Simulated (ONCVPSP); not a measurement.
**Reading a pseudo-wave (vanadium (V))**

Columns: radius, all-electron u(r) and pseudo u(r) of the 3p shell (level -44.41 eV) of vanadium in the configuration [Ne] 3s2 3p6 3d3 4s1.75 4p0.25; PBE, scalar-relativistic, ONCV scheme, ONCVPSP 4.0.1.

| r (bohr) | all-electron | pseudo |
| --- | --- | --- |
| 0.088 | -0.3862 | 0.0328 |
| 0.175 | -0.5466 | 0.1249 |
| 0.262 | -0.3474 | 0.2635 |
| 0.350 | 0.0087 | 0.4317 |
| 0.438 | 0.3694 | 0.6067 |
| 0.525 | 0.6615 | 0.7660 |
| 0.612 | 0.8705 | 0.8965 |
| 0.700 | 0.9996 | 0.9893 |
| 0.788 | 1.0594 | 1.0394 |
| 0.875 | 1.0668 | 1.0495 |
| 0.962 | 1.0374 | 1.0265 |
| 1.050 | 0.9833 | 0.9779 |
| 1.138 | 0.9144 | 0.9125 |
| 1.225 | 0.8391 | 0.8387 |
| 1.312 | 0.7615 | 0.7616 |
| 1.400 | 0.6844 | 0.6844 |
| 1.487 | 0.6114 | 0.6114 |
| 1.575 | 0.5425 | 0.5424 |
| 1.662 | 0.4797 | 0.4796 |
| 1.750 | 0.4219 | 0.4219 |
| 1.838 | 0.3699 | 0.3699 |
| 1.925 | 0.3239 | 0.3239 |
| 2.012 | 0.2831 | 0.2830 |
| 2.100 | 0.2465 | 0.2464 |
| 2.188 | 0.2143 | 0.2142 |
| 2.275 | 0.1863 | 0.1863 |

Task: How many radial nodes do the two functions have?

Result: The all-electron 3p function has n − l − 1 = 1; the pseudo-wave has 0, since the states of the same l below it are removed with the core.

Task: At about which radius was the pseudo-wave matched?

Result: 1.60 bohr. The columns agree to 0.0005 from 1.23 bohr on; several derivatives are matched, so the curves merge somewhat inside the radius.

Task: Where does each function peak?

Result: Outermost all-electron maximum near 0.88 bohr, pseudo maximum near 0.88 bohr (to the table’s step).

Task: Is the pseudo-wave norm-conserving?

Result: Yes: the ONCV scheme keeps the norm inside the radius equal to the all-electron one, which fixes the energy derivative of the logarithmic derivative at the level.
